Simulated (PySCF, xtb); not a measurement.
Pair of molecules: GeH4 (SMILES [GeH4]) (first 5 atoms) with C2H6O (SMILES COC); geometry from B3LYP-D3(BJ)/def2-TZVP, rigid monomers moved along the line of their centres of mass till Ge1···O7 is 3.61 Å.
(charge 0, multiplicity 1):
```tsv
atom	x (Å)	y (Å)	z (Å)
Ge	0.2755	0.0049	0.6678
H	-0.1896	-1.4293	0.9469
H	-0.7187	1.0111	1.2663
H	0.3199	0.2217	-0.8582
H	1.6785	0.2426	1.2390
C	0.4216	0.8830	4.8098
O	0.0354	-0.3560	4.2560
C	-1.3090	-0.6797	4.5370
H	0.3312	0.8756	5.9034
H	-0.1891	1.7045	4.4137
H	1.4624	1.0505	4.5381
H	-1.4813	-0.7610	5.6176
H	-1.5173	-1.6399	4.0683
H	-1.9943	0.0745	4.1291
```

Counterpoise-corrected where a basis set is named; no monomer relaxation. Rows marked so take none.

Rows in 6-31G* carry no dispersion term and start afresh at each structure (6-31G* with six Cartesian d functions); the Pople sets are all-electron and without relativity.

The values were computed with PySCF for 6-31G* rows; xtb for the GFN methods. Each number belongs to the level named beside it.

Task: What interaction energy does GFN2-xTB give?

Result: -142 meV

Task: Estimate the interaction energy that M06-2X/6-31G* (no counterpoise) returns for this input.

Result: -123 meV

Task: Estimate the interaction energy that B3LYP/6-31G* returns for this input.

Result: 2 meV
